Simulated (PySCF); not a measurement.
# [Pb(NH2)2]2+: from a saddle point downhill

PySCF 2.14.0, RKS PBE, Pb def2-SVP with ECP60, N def2-SVP, H def2-SVP; non-relativistic Hamiltonian with scalar-relativistic core potentials where named; density fitting; no spin-orbit coupling. Relaxed within the symmetry of its start, the geometry (C2v) is

```xyz
7

Pb    0.0000    0.0000   -0.1279
N     1.9795    0.0000    0.8616
H     2.5603   -0.8392    0.6102
H     2.5603    0.8392    0.6102
N    -1.9795    0.0000    0.8616
H    -2.5603    0.8392    0.6102
H    -2.5603   -0.8392    0.6102
```

and its lowest harmonic modes are -148, 68, 221, 320, 419, 732 cm⁻¹ (negative: unstable). It was moved along the lowest mode and relaxed again, within the group C2 that the move left.

Task: Where does it end, and how much lower?

Result: In C2, 0.020 eV lower, after 10 steps:
```xyz
7

Pb    0.0000    0.0000   -0.1503
N     1.9778   -0.1033    0.8210
H     2.6898   -0.6261    0.2525
H     2.3898    0.8433    1.0199
N    -1.9778    0.1033    0.8210
H    -2.6898    0.6261    0.2525
H    -2.3898   -0.8433    1.0199
```

Task: How do the contacts change?

Result: 
```json
{"contact": "Pb1–N2 (NH2)", "saddle (Å)": "2.213", "end (Å)": "2.206"}
{"contact": "Pb1–N5 (NH2)", "saddle (Å)": "2.213", "end (Å)": "2.206"}
```


Task: Is the end a minimum?

Result: Yes; lowest modes 60, 194, 223, 317, 428, 739 cm⁻¹.

State: singlet.
